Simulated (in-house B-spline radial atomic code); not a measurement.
A fraction x of an electron is removed from 4d in Nb+, starting from [Kr] 4d4 and keeping the highest spin. All numbers are computed (scalar-relativistic (X2C) PBE, spin-polarised, spherical fractional occupations; Fermi nucleus of rms radius 4.324 fm) with an all-electron radial atomic-structure program (B-spline basis), not measured.

| x | E(x) - E(0) (eV) | 4d up level (eV) |
| --- | --- | --- |
| 0 | 0.0000 | -10.151 |
| 0.07 | 0.7325 | -10.779 |
| 0.14 | 1.5093 | -11.418 |
| 0.29 | 3.3265 | -12.818 |
| 0.38 | 4.5188 | -13.679 |
| 0.5 | 6.2302 | -14.849 |
| 0.6 | 7.7647 | -15.843 |
| 0.72 | 9.7386 | -17.059 |
| 0.87 | 12.4134 | -18.611 |
| 0.98 | 14.5244 | -19.772 |
| 1 | 14.9219 | -19.985 |

The exact functional would give a straight line between the two integer points. Deviations E(x) - E(0) - x[E(1) - E(0)], in eV: -0.312 at x = 0.07, -0.58 at x = 0.14, -1.001 at x = 0.29, -1.152 at x = 0.38, -1.231 at x = 0.5, -1.188 at x = 0.6, -1.005 at x = 0.72, -0.569 at x = 0.87, -0.099 at x = 0.98.

The curve lies below the straight line by up to 1.231 eV (at x = 0.5): convex, the delocalisation error that favours fractional charges.

How well does Slater's transition state (minus the level at half occupation) give the ionisation energy?

It gives 14.849 eV against 14.922 eV from the two total energies; NIST lists 14.32 eV, ground level to ground level.
